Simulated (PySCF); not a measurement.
**Antimony: a sound run and one with changed settings**

Sound run: Sb [Kr] 4d10 5s2 5p3, Sb⁺ [Kr] 4d10 5s2 5p2. All numbers are calculated (PySCF 2.14, the spin-free X2C one-electron Hamiltonian (Gaussian nucleus), in x2c-SVPall (6s5p3d, 36 functions)). In the sound run the correlated levels freeze [Kr] 4d10. The sound run starts from symmetry-adapted Hartree-Fock orbitals and uses a fine grid where one is needed.

Changed run: initial guess 1e, at most 50 SCF cycles.

```
species   method  sound run (hartree)  changed run (hartree)  converged
     Sb      UHF          -6477.25596            -6477.25596        yes
     Sb      PBE          -6479.57479            -6479.57479        yes
     Sb  CCSD(T)          -6477.31359            -6477.31359        yes
    Sb⁺   r2SCAN          -6479.68993            -6479.68993        yes
    Sb⁺      MP2          -6476.97489            -6476.97489        yes
```

Here the plain start reaches the same solutions.
